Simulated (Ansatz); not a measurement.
Reaction (silylene formation by 1,1-elimination): `O[SiH](S)[SnH3]` → `[OH][SnH3]` + `[SiH]S`

Program: Ansatz. Geometries: PBE0-D4/def2-TZVP. ΔE: electronic, gas phase. CCSD(T)/CBS is the MP2 limit (def2-TZVPP, def2-QZVPP) plus CCSD(T) − MP2 in def2-TZVPP, frozen cores. This one scheme is used for every species. def2 core potentials past Kr. For Sn outer-core shells are correlated without core-valence functions, which leaves a few kJ/mol of doubt a bond. Each species was taken in one conformer, which may not be the lowest.

`O[SiH](S)[SnH3]`:

Z-matrix (Å, degrees):
```
Si
S 1 2.126
Sn 1 2.571 2 110.5
O 1 1.650 2 109.1 3 -122.5
H 1 1.487 2 102.9 3 119.0
H 2 1.344 1 95.1 3 50.7
H 3 1.709 1 109.7 2 -43.2
H 3 1.713 1 111.5 2 -162.3
H 3 1.706 1 111.4 2 76.8
H 4 0.959 1 117.5 2 164.6
```

`[OH][SnH3]`:

Cartesian coordinates in Å:
```
O -0.440 -1.198 -0.791
Sn -0.004 0.464 0.172
H 0.164 -1.918 -0.596
H 1.571 0.954 -0.278
H -0.087 0.156 1.851
H -1.204 1.543 -0.358
```

`[SiH]S`:

Cartesian coordinates in Å:
```
Si 0.965 0.254 0.481
S -0.837 -0.300 -0.480
H 0.228 1.408 1.152
H -0.356 -1.362 -1.153
```

| species | HF/def2-SVP energy (Eh) |
| --- | --- |
| `O[SiH](S)[SnH3]` | -977.93493 |
| `[OH][SnH3]` | -290.45233 |
| `[SiH]S` | -687.38993 |

Q: Work out ΔE.

A: ΔE = (-290.45233) + (-687.38993) − (-977.93493) = 0.09267 Eh = +243.3 kJ/mol. CCSD(T)/CBS gives +263.0 kJ/mol.

Largest T1 diagnostic among the species: 0.016.

The D4 term adds +17.3 kJ/mol with B3LYP and +9.7 kJ/mol with PBE0; it sums over pairs of atoms, weighted by their polarisabilities, and B3LYP, whose exchange is more repulsive, gets the larger term. From BLYP to BHLYP (50 % exact exchange), in def2-TZVPP and without D4, ΔE moves by +39.1 kJ/mol. In def2-TZVPP, CCSD(T) changes the Hartree–Fock value by +8.8 kJ/mol (the triples alone add +0.4 kJ/mol) and MP2 by +26.7 kJ/mol.

B3LYP here is the variant with VWN-RPA as its local correlation; programs differ in this.
